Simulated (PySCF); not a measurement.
Constitutional and geometric isomers with formula CH4N2Si. Gas-phase values, no solvent. One relaxed conformer stands for each flexible species; it need not be the lowest. Strings in code marks are SMILES.

Computed with B3LYP-D3(BJ)/def2-TZVP (PySCF 2.14.0). All candidates: neutral, multiplicity 1. B3LYP has the VWN-RPA correlation part, as in Gaussian. Excitations are Tamm–Dancoff values on a coarser integration grid. The basis has no diffuse functions, so Rydberg states are missing or too high.

```
Quantity                Value
-------------------  --------
S1 excitation (TDA)   5.80 eV
LUMO                 -0.76 eV
HOMO                 -7.59 eV
```

**Question.** Name which member has these values.
A) `[H]/N=C\N=[SiH2]` (N–C–N–Si torsion 87°)
B) `N#CN[SiH3]`
C) `[H]/N=[SiH]/N=C` (C–N–Si–N torsion 59°)
D) `[H]/N=C\[SiH]=N\[H]` (N–C–Si–N torsion 0°)

**Answer.** B, `N#CN[SiH3]`. The others give `[H]/N=[SiH]/N=C` (C–N–Si–N torsion 59°): 3.75 eV, -1.96 eV, -6.86 eV; `[H]/N=C\[SiH]=N\[H]` (N–C–Si–N torsion 0°): 3.54 eV, -2.66 eV, -7.43 eV; `[H]/N=C\N=[SiH2]` (N–C–N–Si torsion 87°): 3.14 eV, -2.46 eV, -6.78 eV…
